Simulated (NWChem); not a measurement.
Species: Si3H7 cation

```xyz
10

Si     0.3065     2.1595     0.0041
Si    -0.6586    -0.0005    -0.0060
Si     0.3030    -2.1614    -0.0183
H     -0.1925     2.7240    -1.2834
H      1.7807     2.0022     0.0689
H     -0.3048     2.8112     1.1960
H     -2.1537     0.0033     0.0250
H     -0.4409    -2.8996    -1.0752
H     -0.0335    -2.6264     1.3601
H      1.7592    -2.0111    -0.2620
```
Atoms are numbered in this order, from 1.

Results from NWChem. Pople sets run with spherical d functions. Geometry: optimised at PBE0/def2-SVP. Level: PBE0/6-31+G*; the question gives the wavelength of the field.

**Question.** What does the run give for field 1065 nm? Quantities: isotropic polarisability (bohr³); anisotropy (bohr³).

**Answer.** The isotropic polarisability (bohr³) is 78.9. The anisotropy (bohr³) is 47.9.
